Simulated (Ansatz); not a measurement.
CH$_{2}$OSe, SMILES `O=C[SeH]`, one more setting.

```yaml
crystal:
  periodic: [false, false, false]
  atoms:
    - {symbol: O, position_ang: [-0.439011, -1.625773, 0.597397]}
    - {symbol: C, position_ang: [-0.345137, -0.533155, 0.137674]}
    - {symbol: Se, position_ang: [1.313931, 0.447201, 0.093136]}
    - {symbol: H, position_ang: [-1.189243, 0.025138, -0.305179]}
    - {symbol: H, position_ang: [0.709361, 1.612988, -0.564528]}
basis:
  gaussian: {orbitals: cc-pVTZ, point_charges: [{charge: 2.00, position_ang: [5.588, 0.475, 0.968]}]}
total_charge: 1
magnetization: {spin_polarized: true, initial_magnetization: 1}
hamiltonian: {xc: {name: HF}}
correlation: {active_space: {window: {electrons: 40, orbitals: 30}}}
output: {forces: true}
```

```sh
$ ansatz run in.yaml --threads 2 --pin off --events-out ev --progress --plain --max-ram 4352MiB
```

Output, abridged:

```
Error: invalid value for `correlation.active_space`: it starts from restricted Hartree–Fock orbitals; set hamiltonian.xc: hf without magnetization.spin_polarized
```
